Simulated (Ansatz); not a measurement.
Basis sets compared for Cu(PH3)(OH) (CuPOH₄). Total charge 0; singlet. Geometry B3LYP-D4/def2-TZVP. Ansatz on 4 threads of Intel Xeon on a shared host; times are rough, and most runs start from earlier orbitals.

```xyz
7

Cu   -0.812   -0.490   -0.087
P     1.092    0.516   -0.015
H     1.205    1.839   -0.486
H     2.178   -0.038   -0.720
H     1.734    0.695    1.226
O    -2.342   -1.417   -0.242
H    -3.055   -1.105    0.323
```

The 6-31G sets use Cartesian d functions.

Binding counts from free atoms (Cu doublet, P quartet, H doublet, O triplet) in the same basis, without a counterpoise term.

```tsv
level	functions	energy (Eh)	HOMO (eV)	LUMO (eV)	binding per atom (eV)	wall time
HF/STO-3G	36	-2033.2048	-2.47	4.70	–	0.5 s
HF/6-31G	59	-2056.4438	-8.87	2.34	1.61	0.3 s
PBE-D4/def2-SVP	83	-2058.6190	-4.14	-0.89	2.90	0.6 s
PBE-D4/def2-TZVP	137	-2059.1003	-4.84	-1.45	2.90	0.85 s
r2SCAN-D4/def2-TZVP	137	-2059.5039	-5.03	-1.23	2.87	1.6 s
PBE0-D4/def2-SVP	83	-2058.6489	-5.54	-0.07	2.77	0.8 s
PBE0-D4/def2-TZVP (with forces)	137	-2059.1170	-6.20	-0.61	2.78	2 s
```

Task: Estimate the rows for PBE-D4/def2-TZVPD, r2SCAN-D4/def2-TZVPD, PBE0-D4/def2-TZVPD.

Result: 
| level | functions | energy (Eh) | HOMO (eV) | LUMO (eV) | binding per atom (eV) | wall time |
| --- | --- | --- | --- | --- | --- | --- |
| PBE-D4/def2-TZVPD | 167 | -2059.1059 | -5.03 | -1.63 | 2.91 | 1.1 s |
| r2SCAN-D4/def2-TZVPD | 167 | -2059.5084 | -5.18 | -1.39 | 2.89 | 2.1 s |
| PBE0-D4/def2-TZVPD | 167 | -2059.1217 | -6.36 | -0.82 | 2.79 | 1.6 s |
